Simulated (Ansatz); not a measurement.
Stepwise reaction of `S[SiH2][SiH2][GeH3]` with hydrogen sulfide, as a gas-phase model of exchange steps in deposition or etching. ΔE in kJ/mol.

Gas-phase electronic energies from Ansatz, PBE0-D4/def2-TZVP geometries. CCSD(T)/CBS adds triple-zeta CCSD(T) − MP2 to the extrapolated MP2 energy (def2 sets, frozen cores). This one scheme is used for every species. DFT in def2-TZVPP. B3LYP here is the variant with VWN-RPA as its local correlation; programs differ in this. For Ge outer-core shells are correlated without core-valence functions, which leaves a few kJ/mol of doubt a bond. Scalar relativity is left out up to krypton. Each species was taken in one conformer, which may not be the lowest.

```
step                                          reaction  PBE-D4  B3LYP-D4  ωB97M-V  CCSD(T)/CBS
   2  `S[SiH2][GeH3]` + H₂S → `[SH][GeH3]` + `[SiH3]S`   -16.7     -23.6    -26.4        -23.1
```

(1) Give the row of step 1, `S[SiH2][SiH2][GeH3]` + H₂S → `S[SiH2][GeH3]` + `[SiH3]S`. (An estimate is asked.)

(2) By hand: ΔE of the 2 steps together at CCSD(T)/CBS.

Answers

(1) Ansatz gave: 
```
step                                                   reaction  PBE-D4  B3LYP-D4  ωB97M-V  CCSD(T)/CBS
   1  `S[SiH2][SiH2][GeH3]` + H₂S → `S[SiH2][GeH3]` + `[SiH3]S`   -34.0     -42.4    -48.3        -43.8
```

(2) (-43.8) + (-23.1) = -66.9 kJ/mol, or -33.5 kJ/mol a step.

In ΔE each step is higher than the one before. All are downhill at CCSD(T)/CBS. PBE-D4 differs from CCSD(T)/CBS by 6.4 to 9.8 kJ/mol a step. Isolated molecules leave out the surface, adducts and barriers. Largest T1 diagnostic: 0.012.
